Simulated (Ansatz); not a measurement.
C2H8BNO can be A, `BNC(C)O`, or B, `BNCOC`.

Computed with Ansatz on PBE0-D4/def2-TZVP structures; ΔE is electronic, products minus reactants. CCSD(T)/CBS adds triple-zeta CCSD(T) − MP2 to the extrapolated MP2 energy (def2 sets, frozen cores). DFT in def2-TZVPP. B3LYP here is the variant with VWN-RPA as its local correlation; programs differ in this. One conformer a species, not always the lowest.

**Question.** Which is lower in electronic energy at CCSD(T)/CBS, and by how much? (An estimate is asked.)

**Answer.** Ansatz gave: A, by 16.5 kcal/mol.

**Question.** Give E(B) − E(A) in kcal/mol with MP2/def2-TZVPP, B3LYP, ωB97M-V, B3LYP-D4, PBE0-D4, r2SCAN-D4, CCSD/def2-TZVPP. (Estimate.)

**Answer.** The calculation gave: MP2/def2-TZVPP 16.8, B3LYP 13.7, ωB97M-V 15.8, B3LYP-D4 14.3, PBE0-D4 15.6, r2SCAN-D4 15.6, CCSD/def2-TZVPP 15.6. None reverses the order clearly.

Largest T1 diagnostic: 0.012.

In def2-TZVPP, CCSD(T) changes the Hartree–Fock value by +2.8 kcal/mol (the triples alone add +0.2 kcal/mol) and MP2 by +3.7 kcal/mol.
